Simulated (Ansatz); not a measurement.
Cost and result for the atomization energy of SnTe (`[Sn][Te]`) (2 atoms, 1 bond).

The species carries charge 0 and has multiplicity 1. Correlated methods include outer-core shells of Sn, Te, which these sets cover unevenly. Sn, Te: def2 effective core potential. All single points use the PBE0-D4/def2-TZVP geometry. Program: Ansatz. All runs use 4 threads of an Arm Neoverse V1 on a shared host. Times are those of one run each, without the atoms' runs, and a repeat can differ threefold. Electronic energies, without spin–orbit coupling; frozen cores. CCSD(T)/CBS adds CCSD(T) − MP2 in def2-TZVPP to the MP2 limit, and its time is that of the two runs behind it. T1 = 0.020. With those shells the extrapolation isn't a true limit. B3LYP takes the VWN-RPA correlation (the form of Gaussian; ORCA's B3LYP/G).

CCSD(T)/CBS is a level of theory with its own doubt, some kJ/mol a heavy atom from the limit and from the frozen cores, so smaller differences don't rank the functionals.

```csv
level,functions,wall time
revPBE-D4/def2-TZVPP,100,0.55 s
PBE-D4/def2-TZVPP (with forces),100,0.65 s
CCSD(T)/def2-SVP,52,0.65 s
PBE0-D4/def2-TZVPP,100,0.7 s
B3LYP-D4/def2-TZVPP (with forces),100,0.9 s
r2SCAN-D4/def2-TZVPP (with forces),100,1.4 s
RPA@PBE/def2-TZVPP,100,1.4 s
B2PLYP/def2-TZVPP,100,1.4 s
ωB97X-V/def2-TZVPP,100,1.9 s
B97M-V/def2-TZVPP,100,2.2 s
CCSD(T)/def2-TZVPP,100,2.6 s
CCSD(T)/def2-QZVPP,164,7 s
CCSD(T)/CBS(def2),–,9.6 s
```

(1) What atomization energy does each give, and how far from CCSD(T)/CBS? (Estimate.)

Answers

(1) The calculation gave: 
| level | atomization (kJ/mol) | difference from CCSD(T)/CBS | per bond |
| --- | --- | --- | --- |
| revPBE-D4/def2-TZVPP | 399.3 | -24.5 | -24.5 |
| PBE-D4/def2-TZVPP (with forces) | 423.8 | 0.0 | 0.0 |
| CCSD(T)/def2-SVP | 346.0 | -77.8 | -77.9 |
| PBE0-D4/def2-TZVPP | 392.7 | -31.1 | -31.1 |
| B3LYP-D4/def2-TZVPP (with forces) | 398.6 | -25.2 | -25.2 |
| r2SCAN-D4/def2-TZVPP (with forces) | 396.0 | -27.8 | -27.8 |
| RPA@PBE/def2-TZVPP | 348.5 | -75.3 | -75.3 |
| B2PLYP/def2-TZVPP | 396.9 | -26.9 | -26.9 |
| ωB97X-V/def2-TZVPP | 384.9 | -38.9 | -38.9 |
| B97M-V/def2-TZVPP | 402.9 | -20.9 | -20.9 |
| CCSD(T)/def2-TZVPP | 381.1 | -42.7 | -42.7 |
| CCSD(T)/def2-QZVPP | 403.6 | -20.2 | -20.2 |
| CCSD(T)/CBS(def2) | 423.8 | 0.0 | 0.0 |

From PBE to PBE0 (25 % exact exchange), in def2-TZVPP and without D4, the atomization energy moves by −30.2 kJ/mol: exact exchange takes away binding that semilocal exchange gives to molecules. At CCSD(T), def2-SVP lies −77.9 kJ/mol from the extrapolated value and def2-TZVPP −42.7 kJ/mol: correlation converges slowly with the basis, and small sets miss more of it in the bonded molecule than in its fragments. Leaving LDA and LC-ωPBE aside and taking each functional with its dispersion term where it has one, the values, not all of them listed here, spread over 60.0 kJ/mol, from ωB97M-V to PBE-D4. LDA lies +81.0 kJ/mol from PBE without D4, its usual overbinding.

Spin–orbit coupling would lower the free Sn, Te atoms strongly, and the atomization energy with them, by more than many differences here. For some Ge, Se and Sn compounds the MP2-based and the directly extrapolated limit differ by 10 to 25 kJ/mol.
